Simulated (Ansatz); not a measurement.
# Molecular dynamics of H₁₁N₃SSi₂

Input:

```yaml
crystal:
  periodic: [false, false, false]
  atoms:
    - { symbol: Si, position_ang: [0.148444, -0.344922, -0.116925] }
    - { symbol: Si, position_ang: [-0.16356, 0.105199, 2.508395] }
    - { symbol: H, position_ang: [-1.65122, 0.276418, 2.515226] }
    - { symbol: H, position_ang: [0.212531, -0.699889, 3.715287] }
    - { symbol: H, position_ang: [0.516239, 1.435157, 2.598734] }
    - { symbol: "N", position_ang: [1.740268, 0.072323, -0.643154] }
    - { symbol: H, position_ang: [2.437566, -0.656704, -0.787965] }
    - { symbol: H, position_ang: [1.822533, 0.834996, -1.318421] }
    - { symbol: "N", position_ang: [-0.701467, 1.183859, -0.31979] }
    - { symbol: H, position_ang: [-1.691807, 1.232278, -0.072158] }
    - { symbol: H, position_ang: [-0.233772, 2.048893, -0.041381] }
    - { symbol: "N", position_ang: [-1.032069, -1.47389, -0.69901] }
    - { symbol: H, position_ang: [-0.725904, -2.429271, -0.884237] }
    - { symbol: H, position_ang: [-1.657057, -1.122692, -1.43022] }
    - { symbol: S, position_ang: [1.514587, -2.632477, 0.860029] }
    - { symbol: H, position_ang: [0.409565, -3.388599, 1.122272] }
    - { symbol: H, position_ang: [0.582123, -1.10798, 1.450023] }
basis:
  gaussian: { orbitals: "6-31G*" }
hamiltonian:
  xc: blyp
md:
  timestep: 0.5
  n_steps: 200
  ensemble: nve
  temperature: 100.0
  initial_velocities: maxwell_boltzmann
  seed: 5459
```

Command:

```bash
$ ansatz run input.yaml --threads 4 --pin off --max-ram 5120MiB --backend cpu --events-out ev --progress --plain --runs-dir out
```

It starts at the highest image of a converged band. Of that band: Neighbouring images differ by up to 1.9 eV, so the band resolves the path poorly. A vibrational analysis at the climbing image gives one clearly imaginary mode, 769i cm⁻¹: a first-order saddle point.

Output, in part (one step line in 4, the closing report, with atoms numbered from 0):

```
md step     0: t =     0.00 fs  T =   100.0 K  F+E_penalty+E_count = -31235.93667744 eV  E_kin = 0.193890 eV  conserved = -31235.74278744 eV  (33 SCF iters)
md step     4: t =     2.00 fs  T =    78.6 K  F+E_penalty+E_count = -31235.89461572 eV  E_kin = 0.152421 eV  conserved = -31235.74219428 eV  (32 SCF iters)
md step     8: t =     4.00 fs  T =    63.4 K  F+E_penalty+E_count = -31235.86514447 eV  E_kin = 0.122857 eV  conserved = -31235.74228744 eV  (33 SCF iters)
md step    12: t =     6.00 fs  T =    55.4 K  F+E_penalty+E_count = -31235.84968418 eV  E_kin = 0.107368 eV  conserved = -31235.74231575 eV  (32 SCF iters)
md step    16: t =     8.00 fs  T =    50.5 K  F+E_penalty+E_count = -31235.84025534 eV  E_kin = 0.097984 eV  conserved = -31235.74227151 eV  (32 SCF iters)
md step    20: t =    10.00 fs  T =    47.8 K  F+E_penalty+E_count = -31235.83516325 eV  E_kin = 0.092667 eV  conserved = -31235.74249580 eV  (33 SCF iters)
md step    24: t =    12.00 fs  T =    34.4 K  F+E_penalty+E_count = -31235.80875646 eV  E_kin = 0.066718 eV  conserved = -31235.74203811 eV  (24 SCF iters)
md step    28: t =    14.00 fs  T =    44.7 K  F+E_penalty+E_count = -31235.82926187 eV  E_kin = 0.086751 eV  conserved = -31235.74251115 eV  (32 SCF iters)
md step    32: t =    16.00 fs  T =    43.3 K  F+E_penalty+E_count = -31235.82612966 eV  E_kin = 0.083909 eV  conserved = -31235.74222021 eV  (33 SCF iters)
md step    36: t =    18.00 fs  T =    50.4 K  F+E_penalty+E_count = -31235.83998013 eV  E_kin = 0.097681 eV  conserved = -31235.74229894 eV  (33 SCF iters)
md step    40: t =    20.00 fs  T =    59.9 K  F+E_penalty+E_count = -31235.85863234 eV  E_kin = 0.116155 eV  conserved = -31235.74247750 eV  (33 SCF iters)
md step    44: t =    22.00 fs  T =    56.8 K  F+E_penalty+E_count = -31235.85230224 eV  E_kin = 0.110107 eV  conserved = -31235.74219498 eV  (33 SCF iters)
md step    48: t =    24.00 fs  T =    60.8 K  F+E_penalty+E_count = -31235.86045415 eV  E_kin = 0.117887 eV  conserved = -31235.74256696 eV  (32 SCF iters)
md step    52: t =    26.00 fs  T =    46.8 K  F+E_penalty+E_count = -31235.83287812 eV  E_kin = 0.090783 eV  conserved = -31235.74209470 eV  (33 SCF iters)
md step    56: t =    28.00 fs  T =    55.0 K  F+E_penalty+E_count = -31235.84894786 eV  E_kin = 0.106694 eV  conserved = -31235.74225346 eV  (33 SCF iters)
md step    60: t =    30.00 fs  T =    76.0 K  F+E_penalty+E_count = -31235.88967317 eV  E_kin = 0.147270 eV  conserved = -31235.74240360 eV  (32 SCF iters)
md step    64: t =    32.00 fs  T =    90.8 K  F+E_penalty+E_count = -31235.91831433 eV  E_kin = 0.175963 eV  conserved = -31235.74235139 eV  (32 SCF iters)
md step    68: t =    34.00 fs  T =   100.8 K  F+E_penalty+E_count = -31235.93793787 eV  E_kin = 0.195478 eV  conserved = -31235.74245970 eV  (32 SCF iters)
md step    72: t =    36.00 fs  T =   104.1 K  F+E_penalty+E_count = -31235.94393789 eV  E_kin = 0.201903 eV  conserved = -31235.74203503 eV  (32 SCF iters)
md step    76: t =    38.00 fs  T =   134.5 K  F+E_penalty+E_count = -31236.00336284 eV  E_kin = 0.260845 eV  conserved = -31235.74251774 eV  (32 SCF iters)
md step    80: t =    40.00 fs  T =   152.8 K  F+E_penalty+E_count = -31236.03865613 eV  E_kin = 0.296245 eV  conserved = -31235.74241080 eV  (32 SCF iters)
md step    84: t =    42.00 fs  T =   164.2 K  F+E_penalty+E_count = -31236.06054314 eV  E_kin = 0.318323 eV  conserved = -31235.74222051 eV  (33 SCF iters)
md step    88: t =    44.00 fs  T =   187.3 K  F+E_penalty+E_count = -31236.10572998 eV  E_kin = 0.363249 eV  conserved = -31235.74248078 eV  (32 SCF iters)
md step    92: t =    46.00 fs  T =   202.5 K  F+E_penalty+E_count = -31236.13486904 eV  E_kin = 0.392596 eV  conserved = -31235.74227277 eV  (32 SCF iters)
md step    96: t =    48.00 fs  T =   221.0 K  F+E_penalty+E_count = -31236.17085618 eV  E_kin = 0.428418 eV  conserved = -31235.74243843 eV  (32 SCF iters)
md step   100: t =    50.00 fs  T =   235.6 K  F+E_penalty+E_count = -31236.19900254 eV  E_kin = 0.456845 eV  conserved = -31235.74215766 eV  (32 SCF iters)
md step   104: t =    52.00 fs  T =   266.4 K  F+E_penalty+E_count = -31236.25889666 eV  E_kin = 0.516483 eV  conserved = -31235.74241350 eV  (32 SCF iters)
md step   108: t =    54.00 fs  T =   290.3 K  F+E_penalty+E_count = -31236.30525542 eV  E_kin = 0.562797 eV  conserved = -31235.74245875 eV  (32 SCF iters)
md step   112: t =    56.00 fs  T =   305.0 K  F+E_penalty+E_count = -31236.33340265 eV  E_kin = 0.591290 eV  conserved = -31235.74211282 eV  (32 SCF iters)
md step   116: t =    58.00 fs  T =   340.3 K  F+E_penalty+E_count = -31236.40217820 eV  E_kin = 0.659821 eV  conserved = -31235.74235736 eV  (33 SCF iters)
md step   120: t =    60.00 fs  T =   380.0 K  F+E_penalty+E_count = -31236.47894769 eV  E_kin = 0.736719 eV  conserved = -31235.74222886 eV  (32 SCF iters)
md step   124: t =    62.00 fs  T =   427.7 K  F+E_penalty+E_count = -31236.57176608 eV  E_kin = 0.829279 eV  conserved = -31235.74248706 eV  (32 SCF iters)
md step   128: t =    64.00 fs  T =   461.2 K  F+E_penalty+E_count = -31236.63663530 eV  E_kin = 0.894261 eV  conserved = -31235.74237426 eV  (33 SCF iters)
md step   132: t =    66.00 fs  T =   490.9 K  F+E_penalty+E_count = -31236.69400108 eV  E_kin = 0.951764 eV  conserved = -31235.74223743 eV  (32 SCF iters)
md step   136: t =    68.00 fs  T =   531.8 K  F+E_penalty+E_count = -31236.77347379 eV  E_kin = 1.031157 eV  conserved = -31235.74231710 eV  (32 SCF iters)
md step   140: t =    70.00 fs  T =   578.7 K  F+E_penalty+E_count = -31236.86435006 eV  E_kin = 1.122087 eV  conserved = -31235.74226311 eV  (32 SCF iters)
md step   144: t =    72.00 fs  T =   632.6 K  F+E_penalty+E_count = -31236.96894968 eV  E_kin = 1.226516 eV  conserved = -31235.74243356 eV  (32 SCF iters)
md step   148: t =    74.00 fs  T =   681.9 K  F+E_penalty+E_count = -31237.06427064 eV  E_kin = 1.322111 eV  conserved = -31235.74215980 eV  (32 SCF iters)
md step   152: t =    76.00 fs  T =   747.8 K  F+E_penalty+E_count = -31237.19228029 eV  E_kin = 1.449858 eV  conserved = -31235.74242213 eV  (31 SCF iters)
md step   156: t =    78.00 fs  T =   807.7 K  F+E_penalty+E_count = -31237.30860208 eV  E_kin = 1.566128 eV  conserved = -31235.74247373 eV  (32 SCF iters)
md step   160: t =    80.00 fs  T =   856.4 K  F+E_penalty+E_count = -31237.40266273 eV  E_kin = 1.660473 eV  conserved = -31235.74218961 eV  (32 SCF iters)
md step   164: t =    82.00 fs  T =   918.3 K  F+E_penalty+E_count = -31237.52301406 eV  E_kin = 1.780538 eV  conserved = -31235.74247639 eV  (31 SCF iters)
md step   168: t =    84.00 fs  T =   969.0 K  F+E_penalty+E_count = -31237.62126381 eV  E_kin = 1.878746 eV  conserved = -31235.74251794 eV  (31 SCF iters)
md step   172: t =    86.00 fs  T =   995.6 K  F+E_penalty+E_count = -31237.67303503 eV  E_kin = 1.930396 eV  conserved = -31235.74263854 eV  (32 SCF iters)
md step   176: t =    88.00 fs  T =   993.9 K  F+E_penalty+E_count = -31237.66935537 eV  E_kin = 1.927068 eV  conserved = -31235.74228765 eV  (32 SCF iters)
md step   180: t =    90.00 fs  T =   998.5 K  F+E_penalty+E_count = -31237.67830455 eV  E_kin = 1.935942 eV  conserved = -31235.74236253 eV  (32 SCF iters)
md step   184: t =    92.00 fs  T =  1002.4 K  F+E_penalty+E_count = -31237.68624640 eV  E_kin = 1.943567 eV  conserved = -31235.74267973 eV  (32 SCF iters)
md step   188: t =    94.00 fs  T =   979.9 K  F+E_penalty+E_count = -31237.64214854 eV  E_kin = 1.899853 eV  conserved = -31235.74229592 eV  (32 SCF iters)
md step   192: t =    96.00 fs  T =   961.9 K  F+E_penalty+E_count = -31237.60755233 eV  E_kin = 1.865118 eV  conserved = -31235.74243390 eV  (32 SCF iters)
md step   196: t =    98.00 fs  T =   946.5 K  F+E_penalty+E_count = -31237.57731731 eV  E_kin = 1.835134 eV  conserved = -31235.74218303 eV  (31 SCF iters)
md step   200: t =   100.00 fs  T =   954.6 K  F+E_penalty+E_count = -31237.59323539 eV  E_kin = 1.850954 eV  conserved = -31235.74228182 eV  (32 SCF iters)
Total energy: -31237.59365119 eV, -1147.9603930797 hartree
Atom 0 at     0.392490    -0.810800    -0.432925 Å, force    -1.487801     1.766665    -2.494634 eV/Å
Atom 1 at    -0.304792     0.584103     3.355329 Å, force    -0.122877     0.061590     0.358224 eV/Å
Atom 2 at    -1.269651    -0.313225     2.654279 Å, force    -0.093686     0.053909     0.148050 eV/Å
Atom 3 at    -0.614424     0.596322     4.836100 Å, force     0.129669    -0.080328    -0.224236 eV/Å
Atom 4 at    -0.449918     2.000939     2.881041 Å, force    -0.005736    -0.103511    -0.050376 eV/Å
Atom 5 at     1.856936     0.033045    -0.919210 Å, force     0.019270    -0.546755    -0.175968 eV/Å
Atom 6 at     2.705987    -0.466109    -1.188794 Å, force    -0.009977    -0.001892    -0.044640 eV/Å
Atom 7 at     1.754095     0.885492    -1.453147 Å, force    -0.038016     0.333079    -0.352109 eV/Å
Atom 8 at    -0.479344     0.591367     0.007334 Å, force    -0.226718     0.710844     0.668979 eV/Å
Atom 9 at    -1.432495     0.503852     0.380095 Å, force     0.403899     0.305232     0.048279 eV/Å
Atom 10 at     0.116816     1.299288     0.455485 Å, force    -0.645557     0.071072     0.032192 eV/Å
Atom 11 at    -0.961955    -1.655665    -1.196743 Å, force     0.220648    -0.151254    -0.280975 eV/Å
Atom 12 at    -0.923430    -2.615964    -1.567649 Å, force     0.152162     0.434822     0.143403 eV/Å
Atom 13 at    -1.667334    -1.101407    -1.681331 Å, force    -0.039484     0.042491    -0.172368 eV/Å
Atom 14 at     1.265097    -2.339040     0.507818 Å, force     1.285811    -2.992504     2.626296 eV/Å
Atom 15 at     0.115791    -2.845651     1.086855 Å, force     0.440687     0.036700    -0.331499 eV/Å
Atom 16 at     1.073820     0.088101     3.080309 Å, force     0.017706     0.059840     0.101381 eV/Å
Dipole moment:    -0.241977     0.122467    -0.256193 e Å
```

All steps were run. The conserved energy stayed within 0.047 meV per atom of its start (net change 0.03 meV per atom), so the integration is sound. The kinetic energy rose, since the run started high on the potential surface and went downhill. It ends in pieces (H4Si + H7N3SSi), so much of that is their flight and rotation, not heat. A run of 0.1 ps of so small a system gives no equilibrium averages. The orbitals stay closed-shell, which can raise the energy where a bond breaks towards radicals; this wasn't checked here.

Between its relaxed ends the band would form Si1–S15, Si2–H17 and break Si1–Si2, S15–H17. These pairs go: Si1–S15 2.84 → 2.00 Å, Si2–H17 1.77 → 1.49 Å, Si1–Si2 2.68 → 4.10 Å, S15–H17 1.88 → 3.54 Å. In the last frame they stand as after the step (other bonds may differ from the relaxed reactants and products). It ends as H4Si + H7N3SSi. Pairs count as bonded within 1.25 times the sum of covalent radii (0.12 Å more for H–H).

Last frame:

```xyz
17
Properties=species:S:1:pos:R:3
Si 0.393 -0.811 -0.433
Si -0.305 0.584 3.355
H -1.270 -0.313 2.654
H -0.614 0.596 4.836
H -0.450 2.001 2.881
N 1.857 0.033 -0.919
H 2.706 -0.466 -1.189
H 1.754 0.885 -1.453
N -0.479 0.591 0.007
H -1.433 0.504 0.380
H 0.117 1.299 0.456
N -0.962 -1.656 -1.197
H -0.923 -2.616 -1.568
H -1.667 -1.101 -1.681
S 1.265 -2.339 0.508
H 0.116 -2.846 1.087
H 1.074 0.088 3.080
```

Time of the run: 7.1 min on 4 threads of Arm Neoverse V1 (shared host), peak memory 0.2 GiB.
